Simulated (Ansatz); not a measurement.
Consider the silylene loss: `BC([SiH3])B[SiH3]` → `BC(B)[SiH3]` + `[SiH2]`.

Program: Ansatz. Geometries: PBE0-D4/def2-TZVP. ΔE: electronic, gas phase. CCSD(T)/CBS is the MP2 limit (def2-TZVPP, def2-QZVPP) plus CCSD(T) − MP2 in def2-TZVPP, frozen cores. This one scheme is used for every species. Functionals use def2-TZVPP. B3LYP here is the variant with VWN-RPA as its local correlation; programs differ in this. One conformer a species, not always the lowest.

`BC([SiH3])B[SiH3]`:

Z-matrix (Å, degrees):
```
Si
C 1 1.911
B 1 2.416 2 39.8
H 1 1.479 2 112.7 3 -101.0
H 1 1.498 2 108.8 3 19.3
H 1 1.482 2 107.4 3 135.5
B 2 1.529 1 108.7 3 115.8
H 2 1.091 1 107.4 3 -116.1
Si 3 2.025 1 102.7 2 -124.5
H 3 1.200 1 116.7 2 105.9
H 7 1.197 2 120.9 1 125.6
H 7 1.198 2 120.0 1 -55.8
H 9 1.493 3 107.8 1 141.2
H 9 1.489 3 111.0 1 -101.1
H 9 1.489 3 114.7 1 21.5
```

`BC(B)[SiH3]`:

```xyz
12

B     0.625   -0.453   -1.499
C     0.719    0.088   -0.071
B     0.404   -0.955    1.020
Si   -0.933    0.971    0.308
H     1.448   -0.164   -2.320
H    -0.267   -1.192   -1.802
H     1.533    0.779    0.151
H     0.995   -0.954    2.059
H    -0.465   -1.760    0.836
H    -2.013    0.558   -0.616
H    -0.689    2.431    0.230
H    -1.354    0.651    1.705
```

`[SiH2]`:

```xyz
3

Si    0.276   -0.616   -0.225
H     0.668    0.850   -0.382
H    -0.944   -0.233    0.607
```

Question: Is it downhill or uphill in electronic energy at CCSD(T)/CBS, and by how much? (Best estimate.)

Answer: Computed: Uphill: ΔE = +52.8 kcal/mol.

Question: What do these levels give: PBE-D4, r2SCAN-D4, PBE0-D4, B3LYP-D4, ωB97X-V, ωB97M-V, B2PLYP, PBE0, CCSD(T)/def2-TZVPP, MP2/def2-QZVPP, SCS-MP2/def2-QZVPP, MP2/CBS(def2)? (Best estimate.)

Answer: The calculation gave: PBE-D4 56.3, r2SCAN-D4 58.3, PBE0-D4 57.3, B3LYP-D4 51.7, ωB97X-V 55.2, ωB97M-V 51.2, B2PLYP 50.1, PBE0 54.8, CCSD(T)/def2-TZVPP 51.2, MP2/def2-QZVPP 55.7, SCS-MP2/def2-QZVPP 52.3, MP2/CBS(def2) 56.3 kcal/mol.

Largest T1 diagnostic among the species: 0.014.

From PBE to PBE0 (25 % exact exchange), in def2-TZVPP and without D4, ΔE moves by +1.4 kcal/mol. In def2-TZVPP, CCSD(T) changes the Hartree–Fock value by +7.4 kcal/mol (the triples alone add +1.7 kcal/mol) and MP2 by +11.0 kcal/mol. The D4 term adds +4.5 kcal/mol with B3LYP and +2.5 kcal/mol with PBE0; it sums over pairs of atoms, weighted by their polarisabilities, and B3LYP, whose exchange is more repulsive, gets the larger term.
